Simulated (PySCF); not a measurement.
C₄H₉BSSi₂, SMILES c1ccsc1[SiH2][SiH2]B at its GFN2-xTB optimised geometry (Å):

```
17

B      1.5623    -2.6073    -0.0420
Si    -0.3538    -2.9334    -0.1411
Si    -1.6214    -0.9804     0.0040
C     -0.4448     0.4865     0.0000
C      0.9187     0.4865     0.0000
C      1.4984     1.7730     0.0000
C      0.5602     2.7545    -0.0003
S     -1.0354     2.1161    -0.0001
H      2.2202    -2.4963    -1.0062
H      2.1221    -2.5606     0.9873
H     -0.8855    -3.8167     0.9146
H     -0.8090    -3.6137    -1.3690
H     -2.5583    -0.7494    -1.1046
H     -2.4279    -0.8466     1.2264
H      1.4972    -0.4273    -0.0001
H      2.5583     1.9564    -0.0004
H      0.7046     3.8167    -0.0014
```

Calculation: CAM-B3LYP/def2-SVP in PySCF.

Map of the log10 of the electron density (e/bohr³), floored at −4 on the plane z = 0.6 Å:

```
|                               |
|                               |
|               ..:.            |
|              .-==-:           |
|            .:-=+*+-:          |
|         .:---=*##*+-.         |
|        .-=+++*#%%#+-:.        |
|        -=+*###%@@%*==-:.      |
|       .-+#%%%%%@@%#*++=:      |
|       :=*#@@@@@@@@%%#*+-.     |
|       :=*%@@@@%%@@@@%#+-.     |
|       :=+#%@@%##%@@%%#+-.     |
|       .-=*#%@%%#%@%%#+=:      |
|      .:-=+*%@@@@@@%#+=-.      |
|     .:-=+*#%@@@@@@%*=-.       |
|     .-=**##%@@%%%@%*=-.       |
|     :=*#%%%%%%###%%*+-.       |
|    .:=*%@@@%##*+*##*=-.       |
|     :=*#%@@%#*++++*+=-:       |
|     :-+*#%%%##*++****+-.      |
|     .:=+*##%%#####%%%*=:      |
|      .:=+*##%###%%@@@#+-.     |
|       .-=+*#%%%%%%@@@#+-.     |
|        :-+#%@%%%##%%#*=:      |
|        .-+#@@@%#****+=-.      |
|        .-+#%@%#*++==-:.       |
|         :=*###*+=-::..        |
|         .-=+++=-::.           |
|          .:----:.             |
|            ....               |
|                               |
```
Scale: ten equal steps from -4.00 (start of ' ') to -0.712 (end of '@'), in the order ' .:-=+*#%@'; x runs from -6.00 to 6.00, y from -6.00 (bottom) to 6.00 (top).
